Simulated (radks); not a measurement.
Task: These are the eigenvalues of the occupied orbitals of an atom or ion with whole-number occupations (eV). All-electron calculation, scalar-relativistic Kohn-Sham, PBEsol, spin-polarised, spherical densities, finite nucleus; Fermi nuclear charge, rms radius of each element as measured or else 0.836 A^(1/3) + 0.57 fm. Program: a radial shooting solver on a logarithmic mesh with Libxc functionals.

orbital  eigenvalue
1s        -83106.72
2s        -14730.79
2p        -12709.15
3s        -3495.545
3p        -2911.134
3d        -2294.643
4s        -768.1573
4p        -576.4473
4d        -348.6134
5s        -118.1592
4f         -95.9731
5p         -66.5414
5d          -9.8851
6s          -6.8608

Which element is it, and in what charge state? The configuration may be excited. Open shells, if any, are filled with parallel spins first.

Result: Z = 80, mercury, charge 0: Hg in [Hg]. The list shows which subshells hold electrons but not how many an open one holds; the 1s level, -3054.1 hartree, gives Z - s = 78.2 by -(Z - s)^2/2, which with screening and relativity narrows Z to a few neighbours, and the depths of the outer levels then fix element, charge and occupations together.
